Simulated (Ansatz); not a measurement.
`N[B]([GeH3])CF` + `OC=S` → `NB(O)CF` + `S=[CH][GeH3]`  (formal exchange of groups at a B–Ge bond)

Isolated molecules relaxed with PBE0-D4/def2-TZVP in Ansatz; ΔE leaves out vibrations. CBS: MP2 limit from def2 TZ/QZ plus the TZ coupled-cluster correction, frozen cores. This one scheme is used for every species. DFT in def2-TZVPP. For Ge outer-core shells are correlated without core-valence functions, which leaves a few kJ/mol of doubt a bond. Scalar relativity is left out up to krypton. One conformer a species, not always the lowest.

`N[B]([GeH3])CF`:

Cartesian coordinates in Å:
```
N -0.061 0.295 1.671
B -0.131 0.138 0.293
Ge 1.279 -1.020 -0.681
C -1.290 0.849 -0.510
F -1.226 0.593 -1.877
H -0.714 0.844 2.209
H 0.654 -0.132 2.235
H 2.297 -1.594 0.332
H 0.645 -2.215 -1.414
H 2.079 -0.214 -1.720
H -2.277 0.517 -0.161
H -1.255 1.939 -0.378
```

`OC=S`:

Cartesian coordinates in Å:
```
O -0.161 0.993 -0.050
C 0.072 -0.316 -0.134
S 0.390 -1.081 -1.509
H -0.328 1.240 0.867
H 0.028 -0.837 0.827
```

`NB(O)CF`:

```xyz
10

N    -0.659   -0.981   -0.715
B    -0.184    0.244   -0.234
O    -0.537    1.473   -0.730
C     0.839    0.254    0.974
F     1.135   -1.041    1.406
H    -1.307   -1.101   -1.473
H    -0.349   -1.840   -0.293
H    -1.157    1.448   -1.460
H     0.439    0.808    1.831
H     1.782    0.736    0.694
```

`S=[CH][GeH3]`:

Cartesian coordinates in Å:
```
S 0.463 0.800 -2.225
C 0.689 0.629 -0.644
Ge -0.463 -0.443 0.529
H 1.536 1.134 -0.171
H 0.393 -1.528 1.204
H -1.040 0.472 1.623
H -1.578 -1.065 -0.316
```

```tsv
level	ΔE (eV)
PBE0-D4	-1.15
ωB97M-V	-1.29
PBE	-1.05
HF/def2-TZVPP	-1.52
CCSD/def2-TZVPP	-1.41
MP2/def2-QZVPP	-1.40
HF/CBS(def2)	-1.53
CCSD/CBS(def2)	-1.41
```

Task: What does CCSD(T)/CBS give? (Best estimate.)

Result: Ansatz gave: -1.37 eV. The listed levels differ from it by 0.22, 0.08, 0.32, -0.15, -0.04, -0.03, -0.16, -0.04 eV.

Largest T1 diagnostic among the species: 0.018.

In def2-TZVPP, CCSD(T) changes the Hartree–Fock value by +0.15 eV (the triples alone add +0.04 eV) and MP2 by +0.12 eV. From PBE to PBE0 (25 % exact exchange), in def2-TZVPP and without D4, ΔE moves by −0.11 eV.
